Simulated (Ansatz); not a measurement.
Cost and result up the ladder for Mo2O6 (8 atoms). Charge 0, multiplicity 1. Geometry: r2SCAN-D4/def2-SVP.

```xyz
8

Mo   -0.232    0.772   -0.394
Mo    0.757   -1.565    0.437
O    -0.651   -1.078   -0.708
O    -1.217    2.105    0.503
O     0.521    1.302   -1.786
O     0.545   -1.185    2.088
O     2.362   -1.449   -0.114
O    -2.085    1.097   -0.025
```

Ansatz on 4 threads of Arm Neoverse V1 on a shared host. Times are rough, and most runs start from the orbitals of an earlier one. No level here is sound enough to serve as a yardstick. Binding counts from free atoms at the same level (Mo septet, O triplet; other spins of the atoms weren't run), without zero-point energy or a counterpoise term.

In the def2 sets Mo takes a core potential; there is no spin–orbit coupling. The structure holds 1 bond(s) between oxygen atoms. No other spin state of charge 0 was run. Another isomer (singlet) lies 5.12 eV lower at PBE0-D4/def2-TZVP; other spin states weren't run for this one.

Run but left out: CCSD(T)/def2-SVP (restricted singlet, unstable towards broken spin symmetry).

```tsv
level	functions	wall time	binding energy per atom (eV)	remarks
PBE-D4/def2-TZVP (with forces)	266	5.5 s	4.99	restricted SCF unstable in HF
PBE0-D4/def2-TZVP	266	9 s	4.27	restricted SCF unstable in HF
r2SCAN-D4/def2-TZVP	266	9.5 s	4.52	restricted SCF unstable in HF
r2SCAN0-D4/def2-TZVP	266	15 s	3.91	restricted SCF unstable in HF
ωB97X-V/def2-TZVP	266	24 s	4.44	restricted SCF unstable in HF
```
